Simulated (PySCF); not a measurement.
# Working out the ionisation energy of Xe⁺

Xe⁺ [Kr] 4d10 5s2 5p5 (2P) → Xe²⁺ [Kr] 4d10 5s2 5p4 (3P). Calculation: PySCF 2.14, in def2-TZVP with the def2 core potential (28 electrons); a scalar-relativistic core potential. Frozen: 4s2 4p6 4d10. Energies in hartree (1 hartree = 27.21139 eV):

```
            part  Xe⁺ (lower)  Xe²⁺ (upper)
             UHF  -327.877043   -327.139218
CCSD correlation    -0.134443     -0.108143
             (T)    -0.003563     -0.002571
```

Q: What does Hartree-Fock give?

A: (-327.139218) − (-327.877043) = 0.737825 hartree = 20.077 eV.

Q: What do CCSD and CCSD(T) give?

A: The CCSD correlation energies differ by 0.026300 hartree = 0.716 eV and the triples by 0.000992 hartree = 0.027 eV, so CCSD gives 20.793 eV and CCSD(T) 20.820 eV.

Reference: 20.975 eV (semi-empirical (NIST evaluation); NIST Atomic Spectra Database, ionization energies), between the lowest levels; spin-orbit coupling is absent from the calculation.

What remains against the reference includes basis incompleteness, the frozen core and higher excitations.
